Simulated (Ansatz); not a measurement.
```xyz
9

C     1.6785   -0.2956    0.4087
In   -0.2328    0.0484   -0.4613
N    -2.0698    0.1721    0.3305
Br   -0.4018    0.1395   -2.9465
H     2.0964   -1.2096   -0.0132
H     2.3359    0.5374    0.1592
H     1.6026   -0.3910    1.4912
H    -2.1991    0.4690    1.2853
H    -2.8100    0.5299   -0.2540
```

Total charge 0; spin multiplicity 1. In: def2 effective core potential.

Q: List the r2SCAN/def2-TZVPP orbital energies in eV (Ansatz). (Estimate.)

A: The calculation gave: Occupied: -13121.07, -1694.29, -1525.04, -1525.00, -1524.99, -384.88, -273.37, -233.93, -174.13, -173.98, -173.96, -125.67, -82.39, -82.18, -82.04, -67.97, -67.93, -67.92, -67.81, -67.81, -21.91, -20.02, -19.84, -19.57, -19.47, -19.23, -18.48, -17.80, -12.04, -10.84, -10.57, -10.52, -8.38, -7.57, -7.08, -6.79, -6.24. Lowest empty: -1.53, -1.20, 0.42, 0.84, 1.88, 1.97, 2.36, 3.04.
